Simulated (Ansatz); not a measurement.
Ansatz results at the PBE0-D4/def2-TZVP geometry: HOMO energy (PBE/def2-TZVPP) -7.39 eV; size of the dipole moment (PBE/def2-TZVPP) 1.13 D; LUMO energy (ωB97M-V/def2-TZVPP) -0.73 eV.

Each molecule was computed in one conformer, which needn't be the lowest.

Task: Which molecule gave them?
A. `[NH2][In]([NH2])[OH]`
B. `[OH][In]([Br])[Br]`
C. `[F][InH][GeH3]`
D. `C[O][In]([O][SiH3])[N](C)C`

Result: B. The others give `C[O][In]([O][SiH3])[N](C)C`: -5.16, 1.90, 0.26; `[NH2][In]([NH2])[OH]`: -5.68, 2.53, 0.64; `[F][InH][GeH3]`: -6.72, 2.88, -0.44.
